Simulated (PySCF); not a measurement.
Compound: C2H14OSi5.
SMILES with atom numbers: `[SiH3:1][Si:2]1([SiH3:3])[SiH2:4][CH2:5][CH2:6][O:7][SiH2:8]1`

Cartesian coordinates in Å at the GFN2-xTB level; atoms count from 1:
```xyz
22
C2H14OSi5 angstrom
Si    -2.5205   -1.8093    0.6846
Si    -0.9887   -0.1352    0.1192
Si    -2.0841    1.6915   -0.8713
Si     0.6840   -0.9250   -1.3373
C      2.1817    0.2290   -1.0567
C      2.6492    0.2921    0.3945
O      1.7817    1.0034    1.2246
Si     0.3704    0.5621    1.8971
H     -1.9106   -3.0061    1.2683
H     -3.2675   -2.2639   -0.4895
H     -3.5170   -1.3446    1.6520
H     -1.1708    2.7412   -1.3321
H     -2.8668    1.2925   -2.0450
H     -3.0258    2.3425    0.0445
H      0.4359   -0.9060   -2.7865
H      1.1748   -2.2844   -1.0473
H      1.9421    1.2439   -1.3780
H      3.0295   -0.0995   -1.6589
H      2.7916   -0.7246    0.7852
H      3.6152    0.8102    0.4531
H      0.6041   -0.5021    2.8897
H      0.0813    1.8118    2.5891
```

Definitions: NICS(0) = −σiso at the ring centroid; NICS(1) = −σiso and NICS(1)zz = −σzz at ±1 Å along the ring normal z. Level: GIAO PBE0/pcSseg-1 (PySCF, non-relativistic, gas phase) on the GFN2-xTB geometry, one conformer.

Ring bond lengths (Å), with Mayer bond orders in brackets: Si2–Si4 2.354 (0.84), Si4–C5 1.911 (0.89), C5–C6 1.526 (1.03), C6–O7 1.395 (0.89), O7–Si8 1.624 (0.96), Si8–Si2 2.344 (0.79).

**Question.** Give the NICS values of each ring in ppm.

**Answer.** 
```csv
ring,type,NICS(0),"NICS(1), two faces","NICS(1)zz, two faces",rms pucker (Å),"centre to ring atoms, mean (Å)"
Si2–Si4–C5–C6–O7–Si8,6-membered ring with O and 3 Si; formal bonds all single,-1.6,-1.7 / -1.1,5.2 / 4.0,0.25,1.77
```

**Question.** What can be read from them?

**Answer.** 
- Si2–Si4–C5–C6–O7–Si8: mean NICS(1)zz 4.6 ppm, deshielded. Si2, Si4, C5, C6, Si8 have four or more neighbours, so the value isn't read as a sign of a π ring current.

**Question.** Give the inner angles of the rings and the Hirshfeld charges of the ring atoms.

**Answer.** 
- Si2–Si4–C5–C6–O7–Si8: Si2 99.0° (+0.016 e), Si4 105.3° (+0.239 e), C5 113.9° (-0.165 e), C6 113.4° (+0.009 e), O7 130.4° (-0.224 e), Si8 105.7° (+0.306 e); sum 667.6° against 720° for a flat convex ring.

On one thread, Intel Xeon (x86_64) (shared host), this took 62 s of wall time and 1.1 GiB of memory at its peak. This is the whole shielding run at PBE0/pcSseg-1, SCF included.
